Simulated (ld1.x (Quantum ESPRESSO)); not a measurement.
# Cr (Z = 24), PAW: configuration errors across variants

chromium, PAW, made with ld1.x (Quantum ESPRESSO) 7.5 (PBE, non-relativistic). Core [Ar], reference 3d5 4s0.75 4p0 (charge +0.25). Waves: 4s (bound): rcut 2.40, rcutus 2.95 bohr; 4s channel at 1.55 Ry: rcut 2.40, rcutus 2.95 bohr; 4p (bound, empty): rcut 2.85, rcutus 3.20 bohr; 4p channel at 4.1 Ry: rcut 2.85, rcutus 3.20 bohr; 3d (bound): rcut 1.15, rcutus 1.60 bohr; 3d channel at -0.05 Ry: rcut 1.15, rcutus 1.60 bohr. Local part: all-electron potential smoothed inside 1.40 bohr (lloc = -2). Core correction: a·sin(br)/r model core inside 0.80 bohr. Augmentation charge: PSQ, inside the norm-conserving radii.

All-electron excitation energies from the reference (eV): (1) 3d5 4s1 4p0 -1.150; (2) 3d5 4s0 4p0 5.629; (3) 3d4 4s0 4p0 21.783; (4) 3d2 4s0 4p0 101.329; (5) 3d5 4s0 4p1 1.877; (6) 3d5 4s0.5 4p0 1.503; (7) 3d5.5 4s0.5 4p0 -0.502.

2 further variants failed, have other tests or too few solved ones, and are left out.

Errors AE − PS in meV (a dash: test not solved or not reliable):

```tsv
change	(1)	(2)	(3)	(4)	(5)	(6)	(7)	bound ghosts
base	-0.3	-4.1	-119	-3605	-0.5	-0.5	-6.0	none
waves 4s (bound): rcut 2.26, rcutus 2.40 bohr; 4s channel at 1.55 Ry: rcut 2.26, rcutus 2.40 bohr	-0.3	-4.0	-119	-3605	-0.5	-0.5	-6.0	none
waves 4s (bound): rcut 2.40, rcutus 2.70 bohr; 4s channel at 1.55 Ry: rcut 2.40, rcutus 2.70 bohr	-0.3	-4.1	-119	-3604	-0.5	-0.5	-6.0	none
waves 4s (bound): rcut 2.40, rcutus 3.34 bohr; 4s channel at 1.55 Ry: rcut 2.40, rcutus 3.34 bohr	0.0	-4.0	-119	-3605	-0.5	-0.3	-6.0	none
waves 4s (bound): rcut 2.40, rcutus 3.56 bohr; 4s channel at 1.55 Ry: rcut 2.40, rcutus 3.56 bohr	+0.1	-4.0	-119	-3606	-0.5	-0.2	-6.0	none
waves 4s (bound): rcut 2.40, rcutus 3.86 bohr; 4s channel at 1.55 Ry: rcut 2.40, rcutus 3.86 bohr	+0.3	-4.0	-119	-3606	-0.5	-0.1	-5.9	none
waves 4s (bound): rcut 2.40, rcutus 4.12 bohr; 4s channel at 1.55 Ry: rcut 2.40, rcutus 4.12 bohr	+1.6	-4.0	-119	-3606	-0.5	+0.4	-4.1	none
waves 4s (bound): rcut 2.40, rcutus 4.38 bohr; 4s channel at 1.55 Ry: rcut 2.40, rcutus 4.38 bohr	+2.3	-4.0	-119	-3606	-0.5	+0.7	-3.1	none
```

(1) Give the same row for: waves 4s (bound): rcut 2.40, rcutus 2.96 bohr; 4s channel at 1.55 Ry: rcut 2.40, rcutus 2.96 bohr.

## Answers

(1) -0.2, -4.1, -119, -3605, -0.5, -0.4, -6.0; bound ghosts: none.
